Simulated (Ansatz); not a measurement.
# Abstraction of H: C2H3FGe + C2H2FSi → C2H2FGe + C2H3FSi

Species: C2H3FGe `C#[C][GeH2][F]`, singlet; C2H2FSi `C#C[SiH]F`, doublet; C2H2FGe `C#[C][GeH][F]`, doublet; C2H3FSi `C#C[SiH2]F`, singlet. A radical takes H: the energy is the difference in strength between the Ge–H bond broken and the Si–H bond made.

Shapes, held fixed at every level: PBE0-D4/def2-TZVP. Programs: Ansatz 0.2.0. The zero-point and thermal change to 298 K, harmonic and unscaled (PBE0-D4/def2-TZVP), is +1.0 kJ/mol.

(1) Estimate ΔH(298 K) of this reaction.

Results:

(1) The highest level, CCSD(T)/def2-TZVPP, gives ΔH(298 K) = -31.6 kJ/mol; the levels span -36.4 to -30.2. The column of differences is taken from that level and isn't an error. No measured value is set beside it here. Spin contamination: C2H2FSi (⟨S²⟩ up to 0.82). Open shells run unrestricted. Relativity is left out for Ge. Outer-core shells of Ge are correlated in most correlated rows, in sets that cover them unevenly. Times are processor times on shared x86 and Arm servers, and rough.

```tsv
level	kind	ΔH(298 K) (kJ/mol)	less CCSD(T)/def2-TZVPP	CPU time (sum over the molecules)
B3LYP-D4/def2-TZVPP	global hybrid	-36.4	-4.8	34 s
PBE0-D4/def2-TZVPP	global hybrid	-30.2	+1.4	28 s
r2SCAN0-D4/def2-TZVPP	global hybrid	-30.3	+1.3	49 s
wB97X-V/def2-TZVPP	range-separated hybrid	-34.2	-2.6	77 s
CCSD(T)/def2-SVP	coupled cluster or CI	-30.5	+1.1	43 s
CCSD/def2-TZVPP	coupled cluster or CI	-31.7	-0.1	–
CCSD(T)/def2-TZVPP	coupled cluster or CI	-31.6	0.0	13 min
```
